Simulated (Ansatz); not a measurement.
Basis sets compared for [NbO2(OH)2]- (NbO₄H₂⁻). The state is a singlet with charge -1. Geometry r2SCAN-D4/def2-SVPD. Ansatz on 4 threads of Arm Neoverse V2 on a shared host; times are rough, and most runs start from earlier orbitals.

```xyz
7

Nb   -0.0902   -0.4376    0.1279
O    -0.6870   -1.7517    1.1446
O     0.6378   -1.0700   -1.3524
O     1.2922    0.6084    1.1172
H     2.0904    0.8380    0.6307
O    -1.5993    0.7685   -0.3734
H    -1.6440    1.0444   -1.2945
```

In the def2 sets Nb takes a core potential, while STO-3G treats all electrons; there is no spin–orbit coupling.

STO-3G and 6-31G are all-electron sets without relativity, so their totals don't compare with the def2 sets.

```tsv
level	functions	energy (Eh)	HOMO (eV)	LUMO (eV)	wall time
HF/STO-3G	49	-4012.6257	-0.52	14.17	0.25 s
PBE-D4/def2-SVPD	142	-358.9031	-1.17	2.76	1.4 s
PBE0-D4/def2-SVPD	142	-358.8298	-2.70	3.35	1.6 s
```

Question: Estimate the rows for HF/def2-TZVPD, PBE-D4/def2-TZVPD (with forces), PBE0-D4/def2-TZVPD.

Answer: 
```tsv
level	functions	energy (Eh)	HOMO (eV)	LUMO (eV)	wall time
HF/def2-TZVPD	218	-357.3537	-6.42	4.44	1.3 s
PBE-D4/def2-TZVPD (with forces)	218	-359.2565	-1.10	2.64	2.3 s
PBE0-D4/def2-TZVPD	218	-359.1843	-2.60	3.18	2.8 s
```
